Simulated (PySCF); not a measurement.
NMR data simulated for an unnamed compound:

1H NMR (300 MHz, computed): δ 5.06 (t, 2H), 3.96 (m, 2H), 0.07 (t, 3H), -0.29 (br s, 2H).

13C{1H} NMR (computed): δ -10.5 (CH3).

[PySCF: geometry: GFN2-xTB; PBE0/pcSseg-1 with gauge-including orbitals; relativity neglected; one computed conformer; fast rotation and ring inversion assumed for equivalent nuclei; isolated molecule]

Chemical shifts δ = σref − σ; 1H, 13C against TMS, all at this level.

Which of these does the molecule contain: a CH3CH2 unit, a carboxylic acid, a Si–H bond, an NH or NH2 group, a Si–CH3 group, an ester?

Results:


- A CH3CH2 unit: no.
- A carboxylic acid: no.
- A Si–H bond: yes (δH 3.96 (m)).
- An NH or NH2 group: yes (δH -0.29 (br s)).
- A Si–CH3 group: yes (δC -10.5; δH 0.07 (t)).
- An ester: no.

The data belong to SMILES C[SiH2][SiH2]N, CH9NSi2; they needn't prove each group on their own.

Carbon signals by region: 1 below 50 ppm.

OH and NH positions are those of a molecule without intermolecular hydrogen bonds; in solution they move with solvent, concentration and temperature, and exchange usually removes their couplings. Shifts are as computed. Against solution values, carbons near 30 ppm lie about +3 ppm off and those near 130 ppm about +5 ppm (rms about the fit 2.1 ppm; single classes can miss by 10 ppm). Of 1328 compounds with measured shifts, 309 miss one by over three times the rms of a fit or turn the order of signals round; such compounds aren't used in these exercises. Signals without a measured value on file couldn't be tested in this way; 1H shifts scatter by 0.2 ppm about their fit, and single ones miss by 0.5 ppm. No couplings were computed; multiplicities are counted from neighbouring protons, with m where these are inequivalent, close in shift, in a saturated or five-membered ring or joined by F or P, and br s for small geminal =CH2 splittings.
